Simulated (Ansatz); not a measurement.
Consider the cleavage of the Si–In bond: `F[CH2][InH][SiH3]` + `NCCO` → `OCCN[SiH3]` + `F[CH2][InH2]`.

Program: Ansatz. Geometries: PBE0-D4/def2-TZVP. ΔE: electronic, gas phase. CCSD(T)/CBS is the MP2 limit (def2-TZVPP, def2-QZVPP) plus CCSD(T) − MP2 in def2-TZVPP, frozen cores. This one scheme is used for every species. DFT in def2-TZVPP. def2 core potentials past Kr. For In outer-core shells are correlated without core-valence functions, which leaves a few kJ/mol of doubt a bond. Each species was taken in one conformer, which may not be the lowest.

(1) Is it downhill or uphill in electronic energy at CCSD(T)/CBS, and by how much? (Best estimate.)

(2) What do these levels give: r2SCAN-D4, ωB97X-V, PBE, CCSD(T)/def2-TZVPP, HF/CBS(def2), CCSD/CBS(def2)? (Best estimate.)

Largest T1 diagnostic among the species: 0.013.

Results:

(1) The calculation gave: Downhill: ΔE = -0.11 eV.

(2) The calculation gave: r2SCAN-D4 -0.11, ωB97X-V -0.16, PBE 0.02, CCSD(T)/def2-TZVPP -0.13, HF/CBS(def2) -0.27, CCSD/CBS(def2) -0.12 eV.

From PBE to PBE0 (25 % exact exchange), in def2-TZVPP and without D4, ΔE moves by −0.05 eV. The D4 term adds −0.04 eV with B3LYP and −0.02 eV with PBE0; it sums over pairs of atoms, weighted by their polarisabilities, and B3LYP, whose exchange is more repulsive, gets the larger term. In def2-TZVPP, CCSD(T) changes the Hartree–Fock value by +0.13 eV (the triples alone add +0.01 eV) and MP2 by +0.09 eV.

B3LYP here is the variant with VWN-RPA as its local correlation; programs differ in this.
